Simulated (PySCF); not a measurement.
## Electron correlation in Al (aluminium, neutral)

[Ne] 3s1 3p1 3d1, one real determinant (an excited configuration). Computed with PySCF 2.14 in aug-cc-pwCVDZ (6s5p3d, 36 functions), with the non-relativistic Hamiltonian (point nucleus). Frozen: 1s2; 11 electrons correlated.

| level | correlation energy (mhartree) |
| --- | --- |
| CCSD | -142.09 |
| (T) | -7.46 |
| CCSD(T) | -149.55 |

Diagnostics: T1 = 0.014, D1 = 0.0579, largest double amplitude 0.518.

The real determinant used has ⟨L²⟩ near 8 against 12 for a pure F term, so it mixes terms. The outer electron is Rydberg-like, and this basis confines it to a smaller radius and binds it less than a complete one would. A double-excitation amplitude exceeds 0.15, a sign of near-degeneracy.

Cost of the coupled-cluster step: about 1.7 core-seconds, for 11 correlated electrons.

Iterations:

```
CC2 = 0
CCSD nocc = (np.int64(7), np.int64(4)), nmo = (35, 35)
frozen orbitals [[0], [0]]
max_cycle = 100
direct = 0
conv_tol = 1e-08
conv_tol_normt = 1e-06
diis_space = 8
diis_start_cycle = 0
Init t2, MP2 energy = -0.126739850971053
Init E_corr(UCCSD) = -0.126739850987196
cycle = 1  E_corr(UCCSD) = -0.130987805925595  dE = -0.00424795494  norm(t1,t2) = 0.0451236
cycle = 2  E_corr(UCCSD) = -0.133192377356385  dE = -0.00220457143  norm(t1,t2) = 0.0322015
cycle = 3  E_corr(UCCSD) = -0.135197475298765  dE = -0.00200509794  norm(t1,t2) = 0.0281148
cycle = 4  E_corr(UCCSD) = -0.136854918010006  dE = -0.00165744271  norm(t1,t2) = 0.0245039
cycle = 5  E_corr(UCCSD) = -0.140250398893756  dE = -0.00339548088  norm(t1,t2) = 0.0205406
cycle = 6  E_corr(UCCSD) = -0.141892203846507  dE = -0.00164180495  norm(t1,t2) = 0.00936701
cycle = 7  E_corr(UCCSD) = -0.142210184952885  dE = -0.000317981106  norm(t1,t2) = 0.0025052
cycle = 8  E_corr(UCCSD) = -0.141975880048496  dE = 0.000234304904  norm(t1,t2) = 0.000766368
cycle = 9  E_corr(UCCSD) = -0.142139601070014  dE = -0.000163721022  norm(t1,t2) = 0.000532118
cycle = 10  E_corr(UCCSD) = -0.142067167811192  dE = 7.24332588e-05  norm(t1,t2) = 0.000229284
cycle = 11  E_corr(UCCSD) = -0.142090056179277  dE = -2.28883681e-05  norm(t1,t2) = 0.00011412
cycle = 12  E_corr(UCCSD) = -0.14209017143575  dE = -1.15256473e-07  norm(t1,t2) = 4.03071e-06
cycle = 13  E_corr(UCCSD) = -0.142090336253345  dE = -1.64817595e-07  norm(t1,t2) = 1.32465e-06
cycle = 14  E_corr(UCCSD) = -0.142090332599114  dE = 3.65423078e-09  norm(t1,t2) = 2.73757e-07
UCCSD converged
E(UCCSD) = -241.7191405731172  E_corr = -0.1420903325991139
UCCSD(T) correction = -0.0074588898534763
```

The reference is one real determinant that mixes LS terms of this configuration.
